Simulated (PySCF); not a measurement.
# Reading the logs of faulty runs: BClFH3Si

All numbers below are calculated, not measured. They come from PySCF 2.14.0, an open-source quantum chemistry program, on an isolated molecule that a program drew, which may never have been made. The molecule is BClFH3Si (charge 0, singlet), drawn as the SMILES string `B[SiH](F)Cl`.

Each row is a Hartree-Fock (HF) and frozen-core CCSD(T) single point in the cc-pV(D+d)Z basis, meant for a local HF minimum. Run 1 is clean. Each other run has one planted mistake out of seven kinds, and not every kind appears here: one electron removed, one electron added, multiplicity raised by two, geometry at a saddle point, minimal basis STO-3G, one bond length entered in bohr, all coordinates scaled. The reference is restricted for singlets and unrestricted otherwise, and also for a bond in bohr. Adding or removing an electron swaps singlet and doublet. Electrons count all cores. HOMO and LUMO are orbital energies over both spins, the gradient is its largest component, and the lowest frequency (negative if imaginary) is given only where the gradient is small. Bond lengths are over the 6 bonds as drawn. T1 is the CCSD diagnostic: over 0.02 (restricted) or 0.045 (unrestricted) a single reference is doubtful.

Geometry of the clean run:
```xyz
7
BClFH3Si, angstrom
B    -2.6354   -0.6249   -1.7365
Si   -2.2682   -1.4953    0.0507
F    -1.1652   -2.6641   -0.0686
Cl   -1.4676   -0.0086    1.2440
H    -1.8177   -0.6506   -2.6092
H    -3.6592   -0.0314   -1.9185
H    -3.4125   -2.0753    0.7647
```

```
run,electrons,basis functions,<S^2>,HOMO (eV),LUMO (eV),gradient (hartree/bohr),lowest frequency (cm^-1),mean bond (Å),longest bond (Å),T1,HF (hartree),CCSD(T) (hartree),mistake
1,48,89,0.000,-11.64,0.73,2.7e-05,124,1.5937,2.068,0.0113,-874.39680,-874.94811,no fault
2,49,89,0.760,-1.13,8.24,7.0e-02,-,1.5937,2.068,0.0110,-874.40197,-874.97036,one electron added
3,48,89,2.012,-8.40,-2.23,5.2e-02,-,1.5937,2.068,0.0183,-874.27044,-874.82160,multiplicity raised by two
4,48,31,0.000,-9.52,5.06,2.5e-02,-,1.5937,2.068,0.0090,-864.38807,-864.50592,minimal basis STO-3G
5,48,89,0.675,-10.24,0.29,1.7e-02,-,1.7711,2.261,0.0560,-874.27602,-874.82768,?
```

**Which mistake was planted in run 5, and what did it cost?**

The mean bond changes by a factor of 1.111 and the longest by 1.093, so the molecule wasn't scaled as a whole. A length L in bohr read as angstrom grows by (1/0.5292 - 1) L = 0.890 L. The 6 bonds together grew by 6 x 0.1774 = 1.064 Å, which gives L = 1.196 Å. That is the length of one of the B-H bonds, 1.196 Å in the clean geometry. So the mistake is: one bond length entered in bohr. Subtracting run 1 and multiplying by 627.51 kcal/mol a hartree, the energy moved by 75.8 kcal/mol in HF and 75.6 kcal/mol in CCSD(T).

Cautions from the logs. Run 5: T1 is over the limit, so its CCSD(T) energy is less reliable.
